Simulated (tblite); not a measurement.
Distances in Å between the heavy atoms of a computed structure (GFN2-xTB; lower triangle, same order across):
```
F1    0.00
C2    1.37  0.00
P3    2.57  1.74  0.00
C4    3.95  2.72  1.73  0.00
P5    4.77  3.40  3.21  1.73  0.00
C6    3.94  2.70  3.44  2.74  1.74  0.00
C7    5.20  4.08  4.94  4.10  2.68  1.50  0.00
F8    6.15  4.97  5.58  4.48  2.88  2.36  1.34  0.00
F9    5.26  4.40  5.61  5.10  3.88  2.36  1.34  2.16  0.00
F10   5.93  4.82  5.59  4.65  3.18  2.37  1.35  2.15  2.15  0.00
P11   2.56  1.74  3.25  3.47  3.24  1.74  2.69  3.76  2.73  3.51  0.00
```

Hydrogens: 1 on C4.

Neutral, closed shell.

Q: Which heavy atoms are bonded, and with what formal order?

A: F1–C2 (single); C2–P3 (aromatic); P3–C4 (aromatic); C4–P5 (aromatic); P5–C6 (aromatic); C6–C7 (single); C7–F8 (single); C7–F9 (single); C7–F10 (single); C6–P11 (aromatic); C2–P11 (aromatic). The orders are those of one drawing; other resonance forms can be drawn.

Q: Which species is it?

A: `Fc1pcpc(C(F)(F)F)p1`, C4HF4P3. Among its features: CF3 group and C–F bond.

Q: Which rings does it hold (smallest set)?

A: C2–P3–C4–P5–C6–P11 (6 members, 0.01 Å rms from planarity).

Q: Classify the heavy atoms.

A: F1: aryl fluorine; C2: aromatic C–F carbon; P3: phosphorus bonded to 2 C; C4: aromatic CH carbon; P5: phosphorus bonded to 2 C; C6: substituted aromatic carbon; C7: CF3 carbon; F8/F9/F10: fluorine of a CF3 group; P11: phosphorus bonded to 2 C.

The values belong to the conformer `[F:1][c:2]1[p:3][cH:4][p:5][c:6]([C:7]([F:8])([F:9])[F:10])[p:11]1`: P5–C6–C7–F8 -45°.
